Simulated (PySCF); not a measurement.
# Os: excitation energy

Os [Xe] 4f14 5d6 6s2 (5D) → Os [Xe] 4f14 5d5 6s2 7s1 (7S), as a difference of total energies. All numbers are calculated (PySCF 2.14, scalar relativity through the core potential, in aug-cc-pwCVTZ-PP with ECP60MDF (8s8p7d4f3g, 122 functions)). Correlated levels: valence: 5s2 5p6 frozen; valence and next inner shell: nothing frozen outside the core potential. The calculations carry no spin-orbit coupling.

| method | excitation energy (cm⁻¹) |
| --- | --- |
| UHF | 40121 |
| LDA | 54679 |
| PBE | 53697 |
| PBE0 | 52244 |
| r2SCAN | 52927 |
| B3LYP | 53836 |
| PW91 | 54178 |
| BHandHLYP | 51556 |
| MP2 (valence) | 50710 |
| SCS-MP2 (valence) | 52924 |
| MP2 (valence and next inner shell) | 49786 |
| SCS-MP2 (valence and next inner shell) | 50598 |

The promoted electron is Rydberg-like, and one or two diffuse shells describe it only roughly, which tends to raise the upper state.
